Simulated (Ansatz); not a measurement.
Input file for `C#CC(=C)[SiH3]`:

```yaml
crystal:
  periodic: [false, false, false]
  atoms:
    - {symbol: C, position_ang: [-0.177431, 1.428312, 2.101872]}
    - {symbol: C, position_ang: [-0.246418, 0.636654, 1.197108]}
    - {symbol: C, position_ang: [-0.255629, -0.245868, 0.086480]}
    - {symbol: C, position_ang: [-1.091686, -1.288426, 0.009808]}
    - {symbol: Si, position_ang: [0.972372, 0.118575, -1.286656]}
    - {symbol: H, position_ang: [-0.131847, 2.117661, 2.911283]}
    - {symbol: H, position_ang: [-1.082138, -1.950976, -0.848337]}
    - {symbol: H, position_ang: [-1.804401, -1.507226, 0.798680]}
    - {symbol: H, position_ang: [2.358685, 0.071362, -0.756009]}
    - {symbol: H, position_ang: [0.723517, 1.471339, -1.846731]}
    - {symbol: H, position_ang: [0.800277, -0.908606, -2.346797]}
basis:
  gaussian: {orbitals: def2-TZVPP}
correlation: {method: ccsd_t}
```

```sh
$ ansatz run in.yaml --threads 4 --pin off --events-out ev --progress --plain --max-ram 10444MiB
```

Log, shortened:

```
Functional definition: HF
1467 factors; integrals over basis functions are off by at most 9.3e-4 eV
mean field evaluation 1: about -12074.8973 eV, gradient 3.2e1 eV
mean field evaluation 2: about -12075.2368 eV, gradient 3.1e1 eV
mean field evaluation 4: about -12078.4527 eV, gradient 4.3e0 eV
mean field evaluation 8: about -12078.5107 eV, gradient 2.6e-1 eV
mean field evaluation 16: about -12078.5110 eV, gradient 2.9e-6 eV
mean field -12078.51100054 eV, -443.8770921610 hartree, gradient 2.9e-6 eV, S^2 0.000000; 0 other end points of the search recorded, 0 dependent functions left out; unrestricted orbitals would lower it
9 core orbitals not correlated: weight in the atoms' cores, before any rotation towards them, 1.000 or more for the frozen orbitals, at most 0.000 for the correlated occupied ones
reference -12078.51100054 eV, -443.8770921610 hartree; 13, 13 occupied and 228, 228 virtual orbitals, 1467 factors
second order -20.27469016 eV of doubles, -0.00000000 eV of singles
cycle   1  -20.59880392 eV  change   -3.2e-1 eV  update   1.1e-1
cycle   2  -21.24170924 eV  change   -6.4e-1 eV  update   3.6e-2
cycle   3  -21.37668090 eV  change   -1.3e-1 eV  update   1.7e-2
cycle   4  -21.37576076 eV  change    9.2e-4 eV  update   5.1e-3
cycle   5  -21.37753808 eV  change   -1.8e-3 eV  update   2.3e-3
cycle   6  -21.37827796 eV  change   -7.4e-4 eV  update   5.6e-4
cycle   7  -21.37821336 eV  change    6.5e-5 eV  update   2.6e-4
cycle   8  -21.37822726 eV  change   -1.4e-5 eV  update   1.0e-4
cycle   9  -21.37824416 eV  change   -1.7e-5 eV  update   4.4e-5
cycle  10  -21.37821476 eV  change    2.9e-5 eV  update   1.5e-5
perturbative correction -1.06084534 eV, -0.0389853471 hartree
Total energy: -12100.95006064 eV, -444.7017124098 hartree
```

It took 32 s on 4 threads of an Intel Xeon 6975P-C on a shared host, with 5.6 GiB of host memory at the peak.

Correlation energy per correlated electron: -0.863 eV. T1 diagnostic: 0.0127.
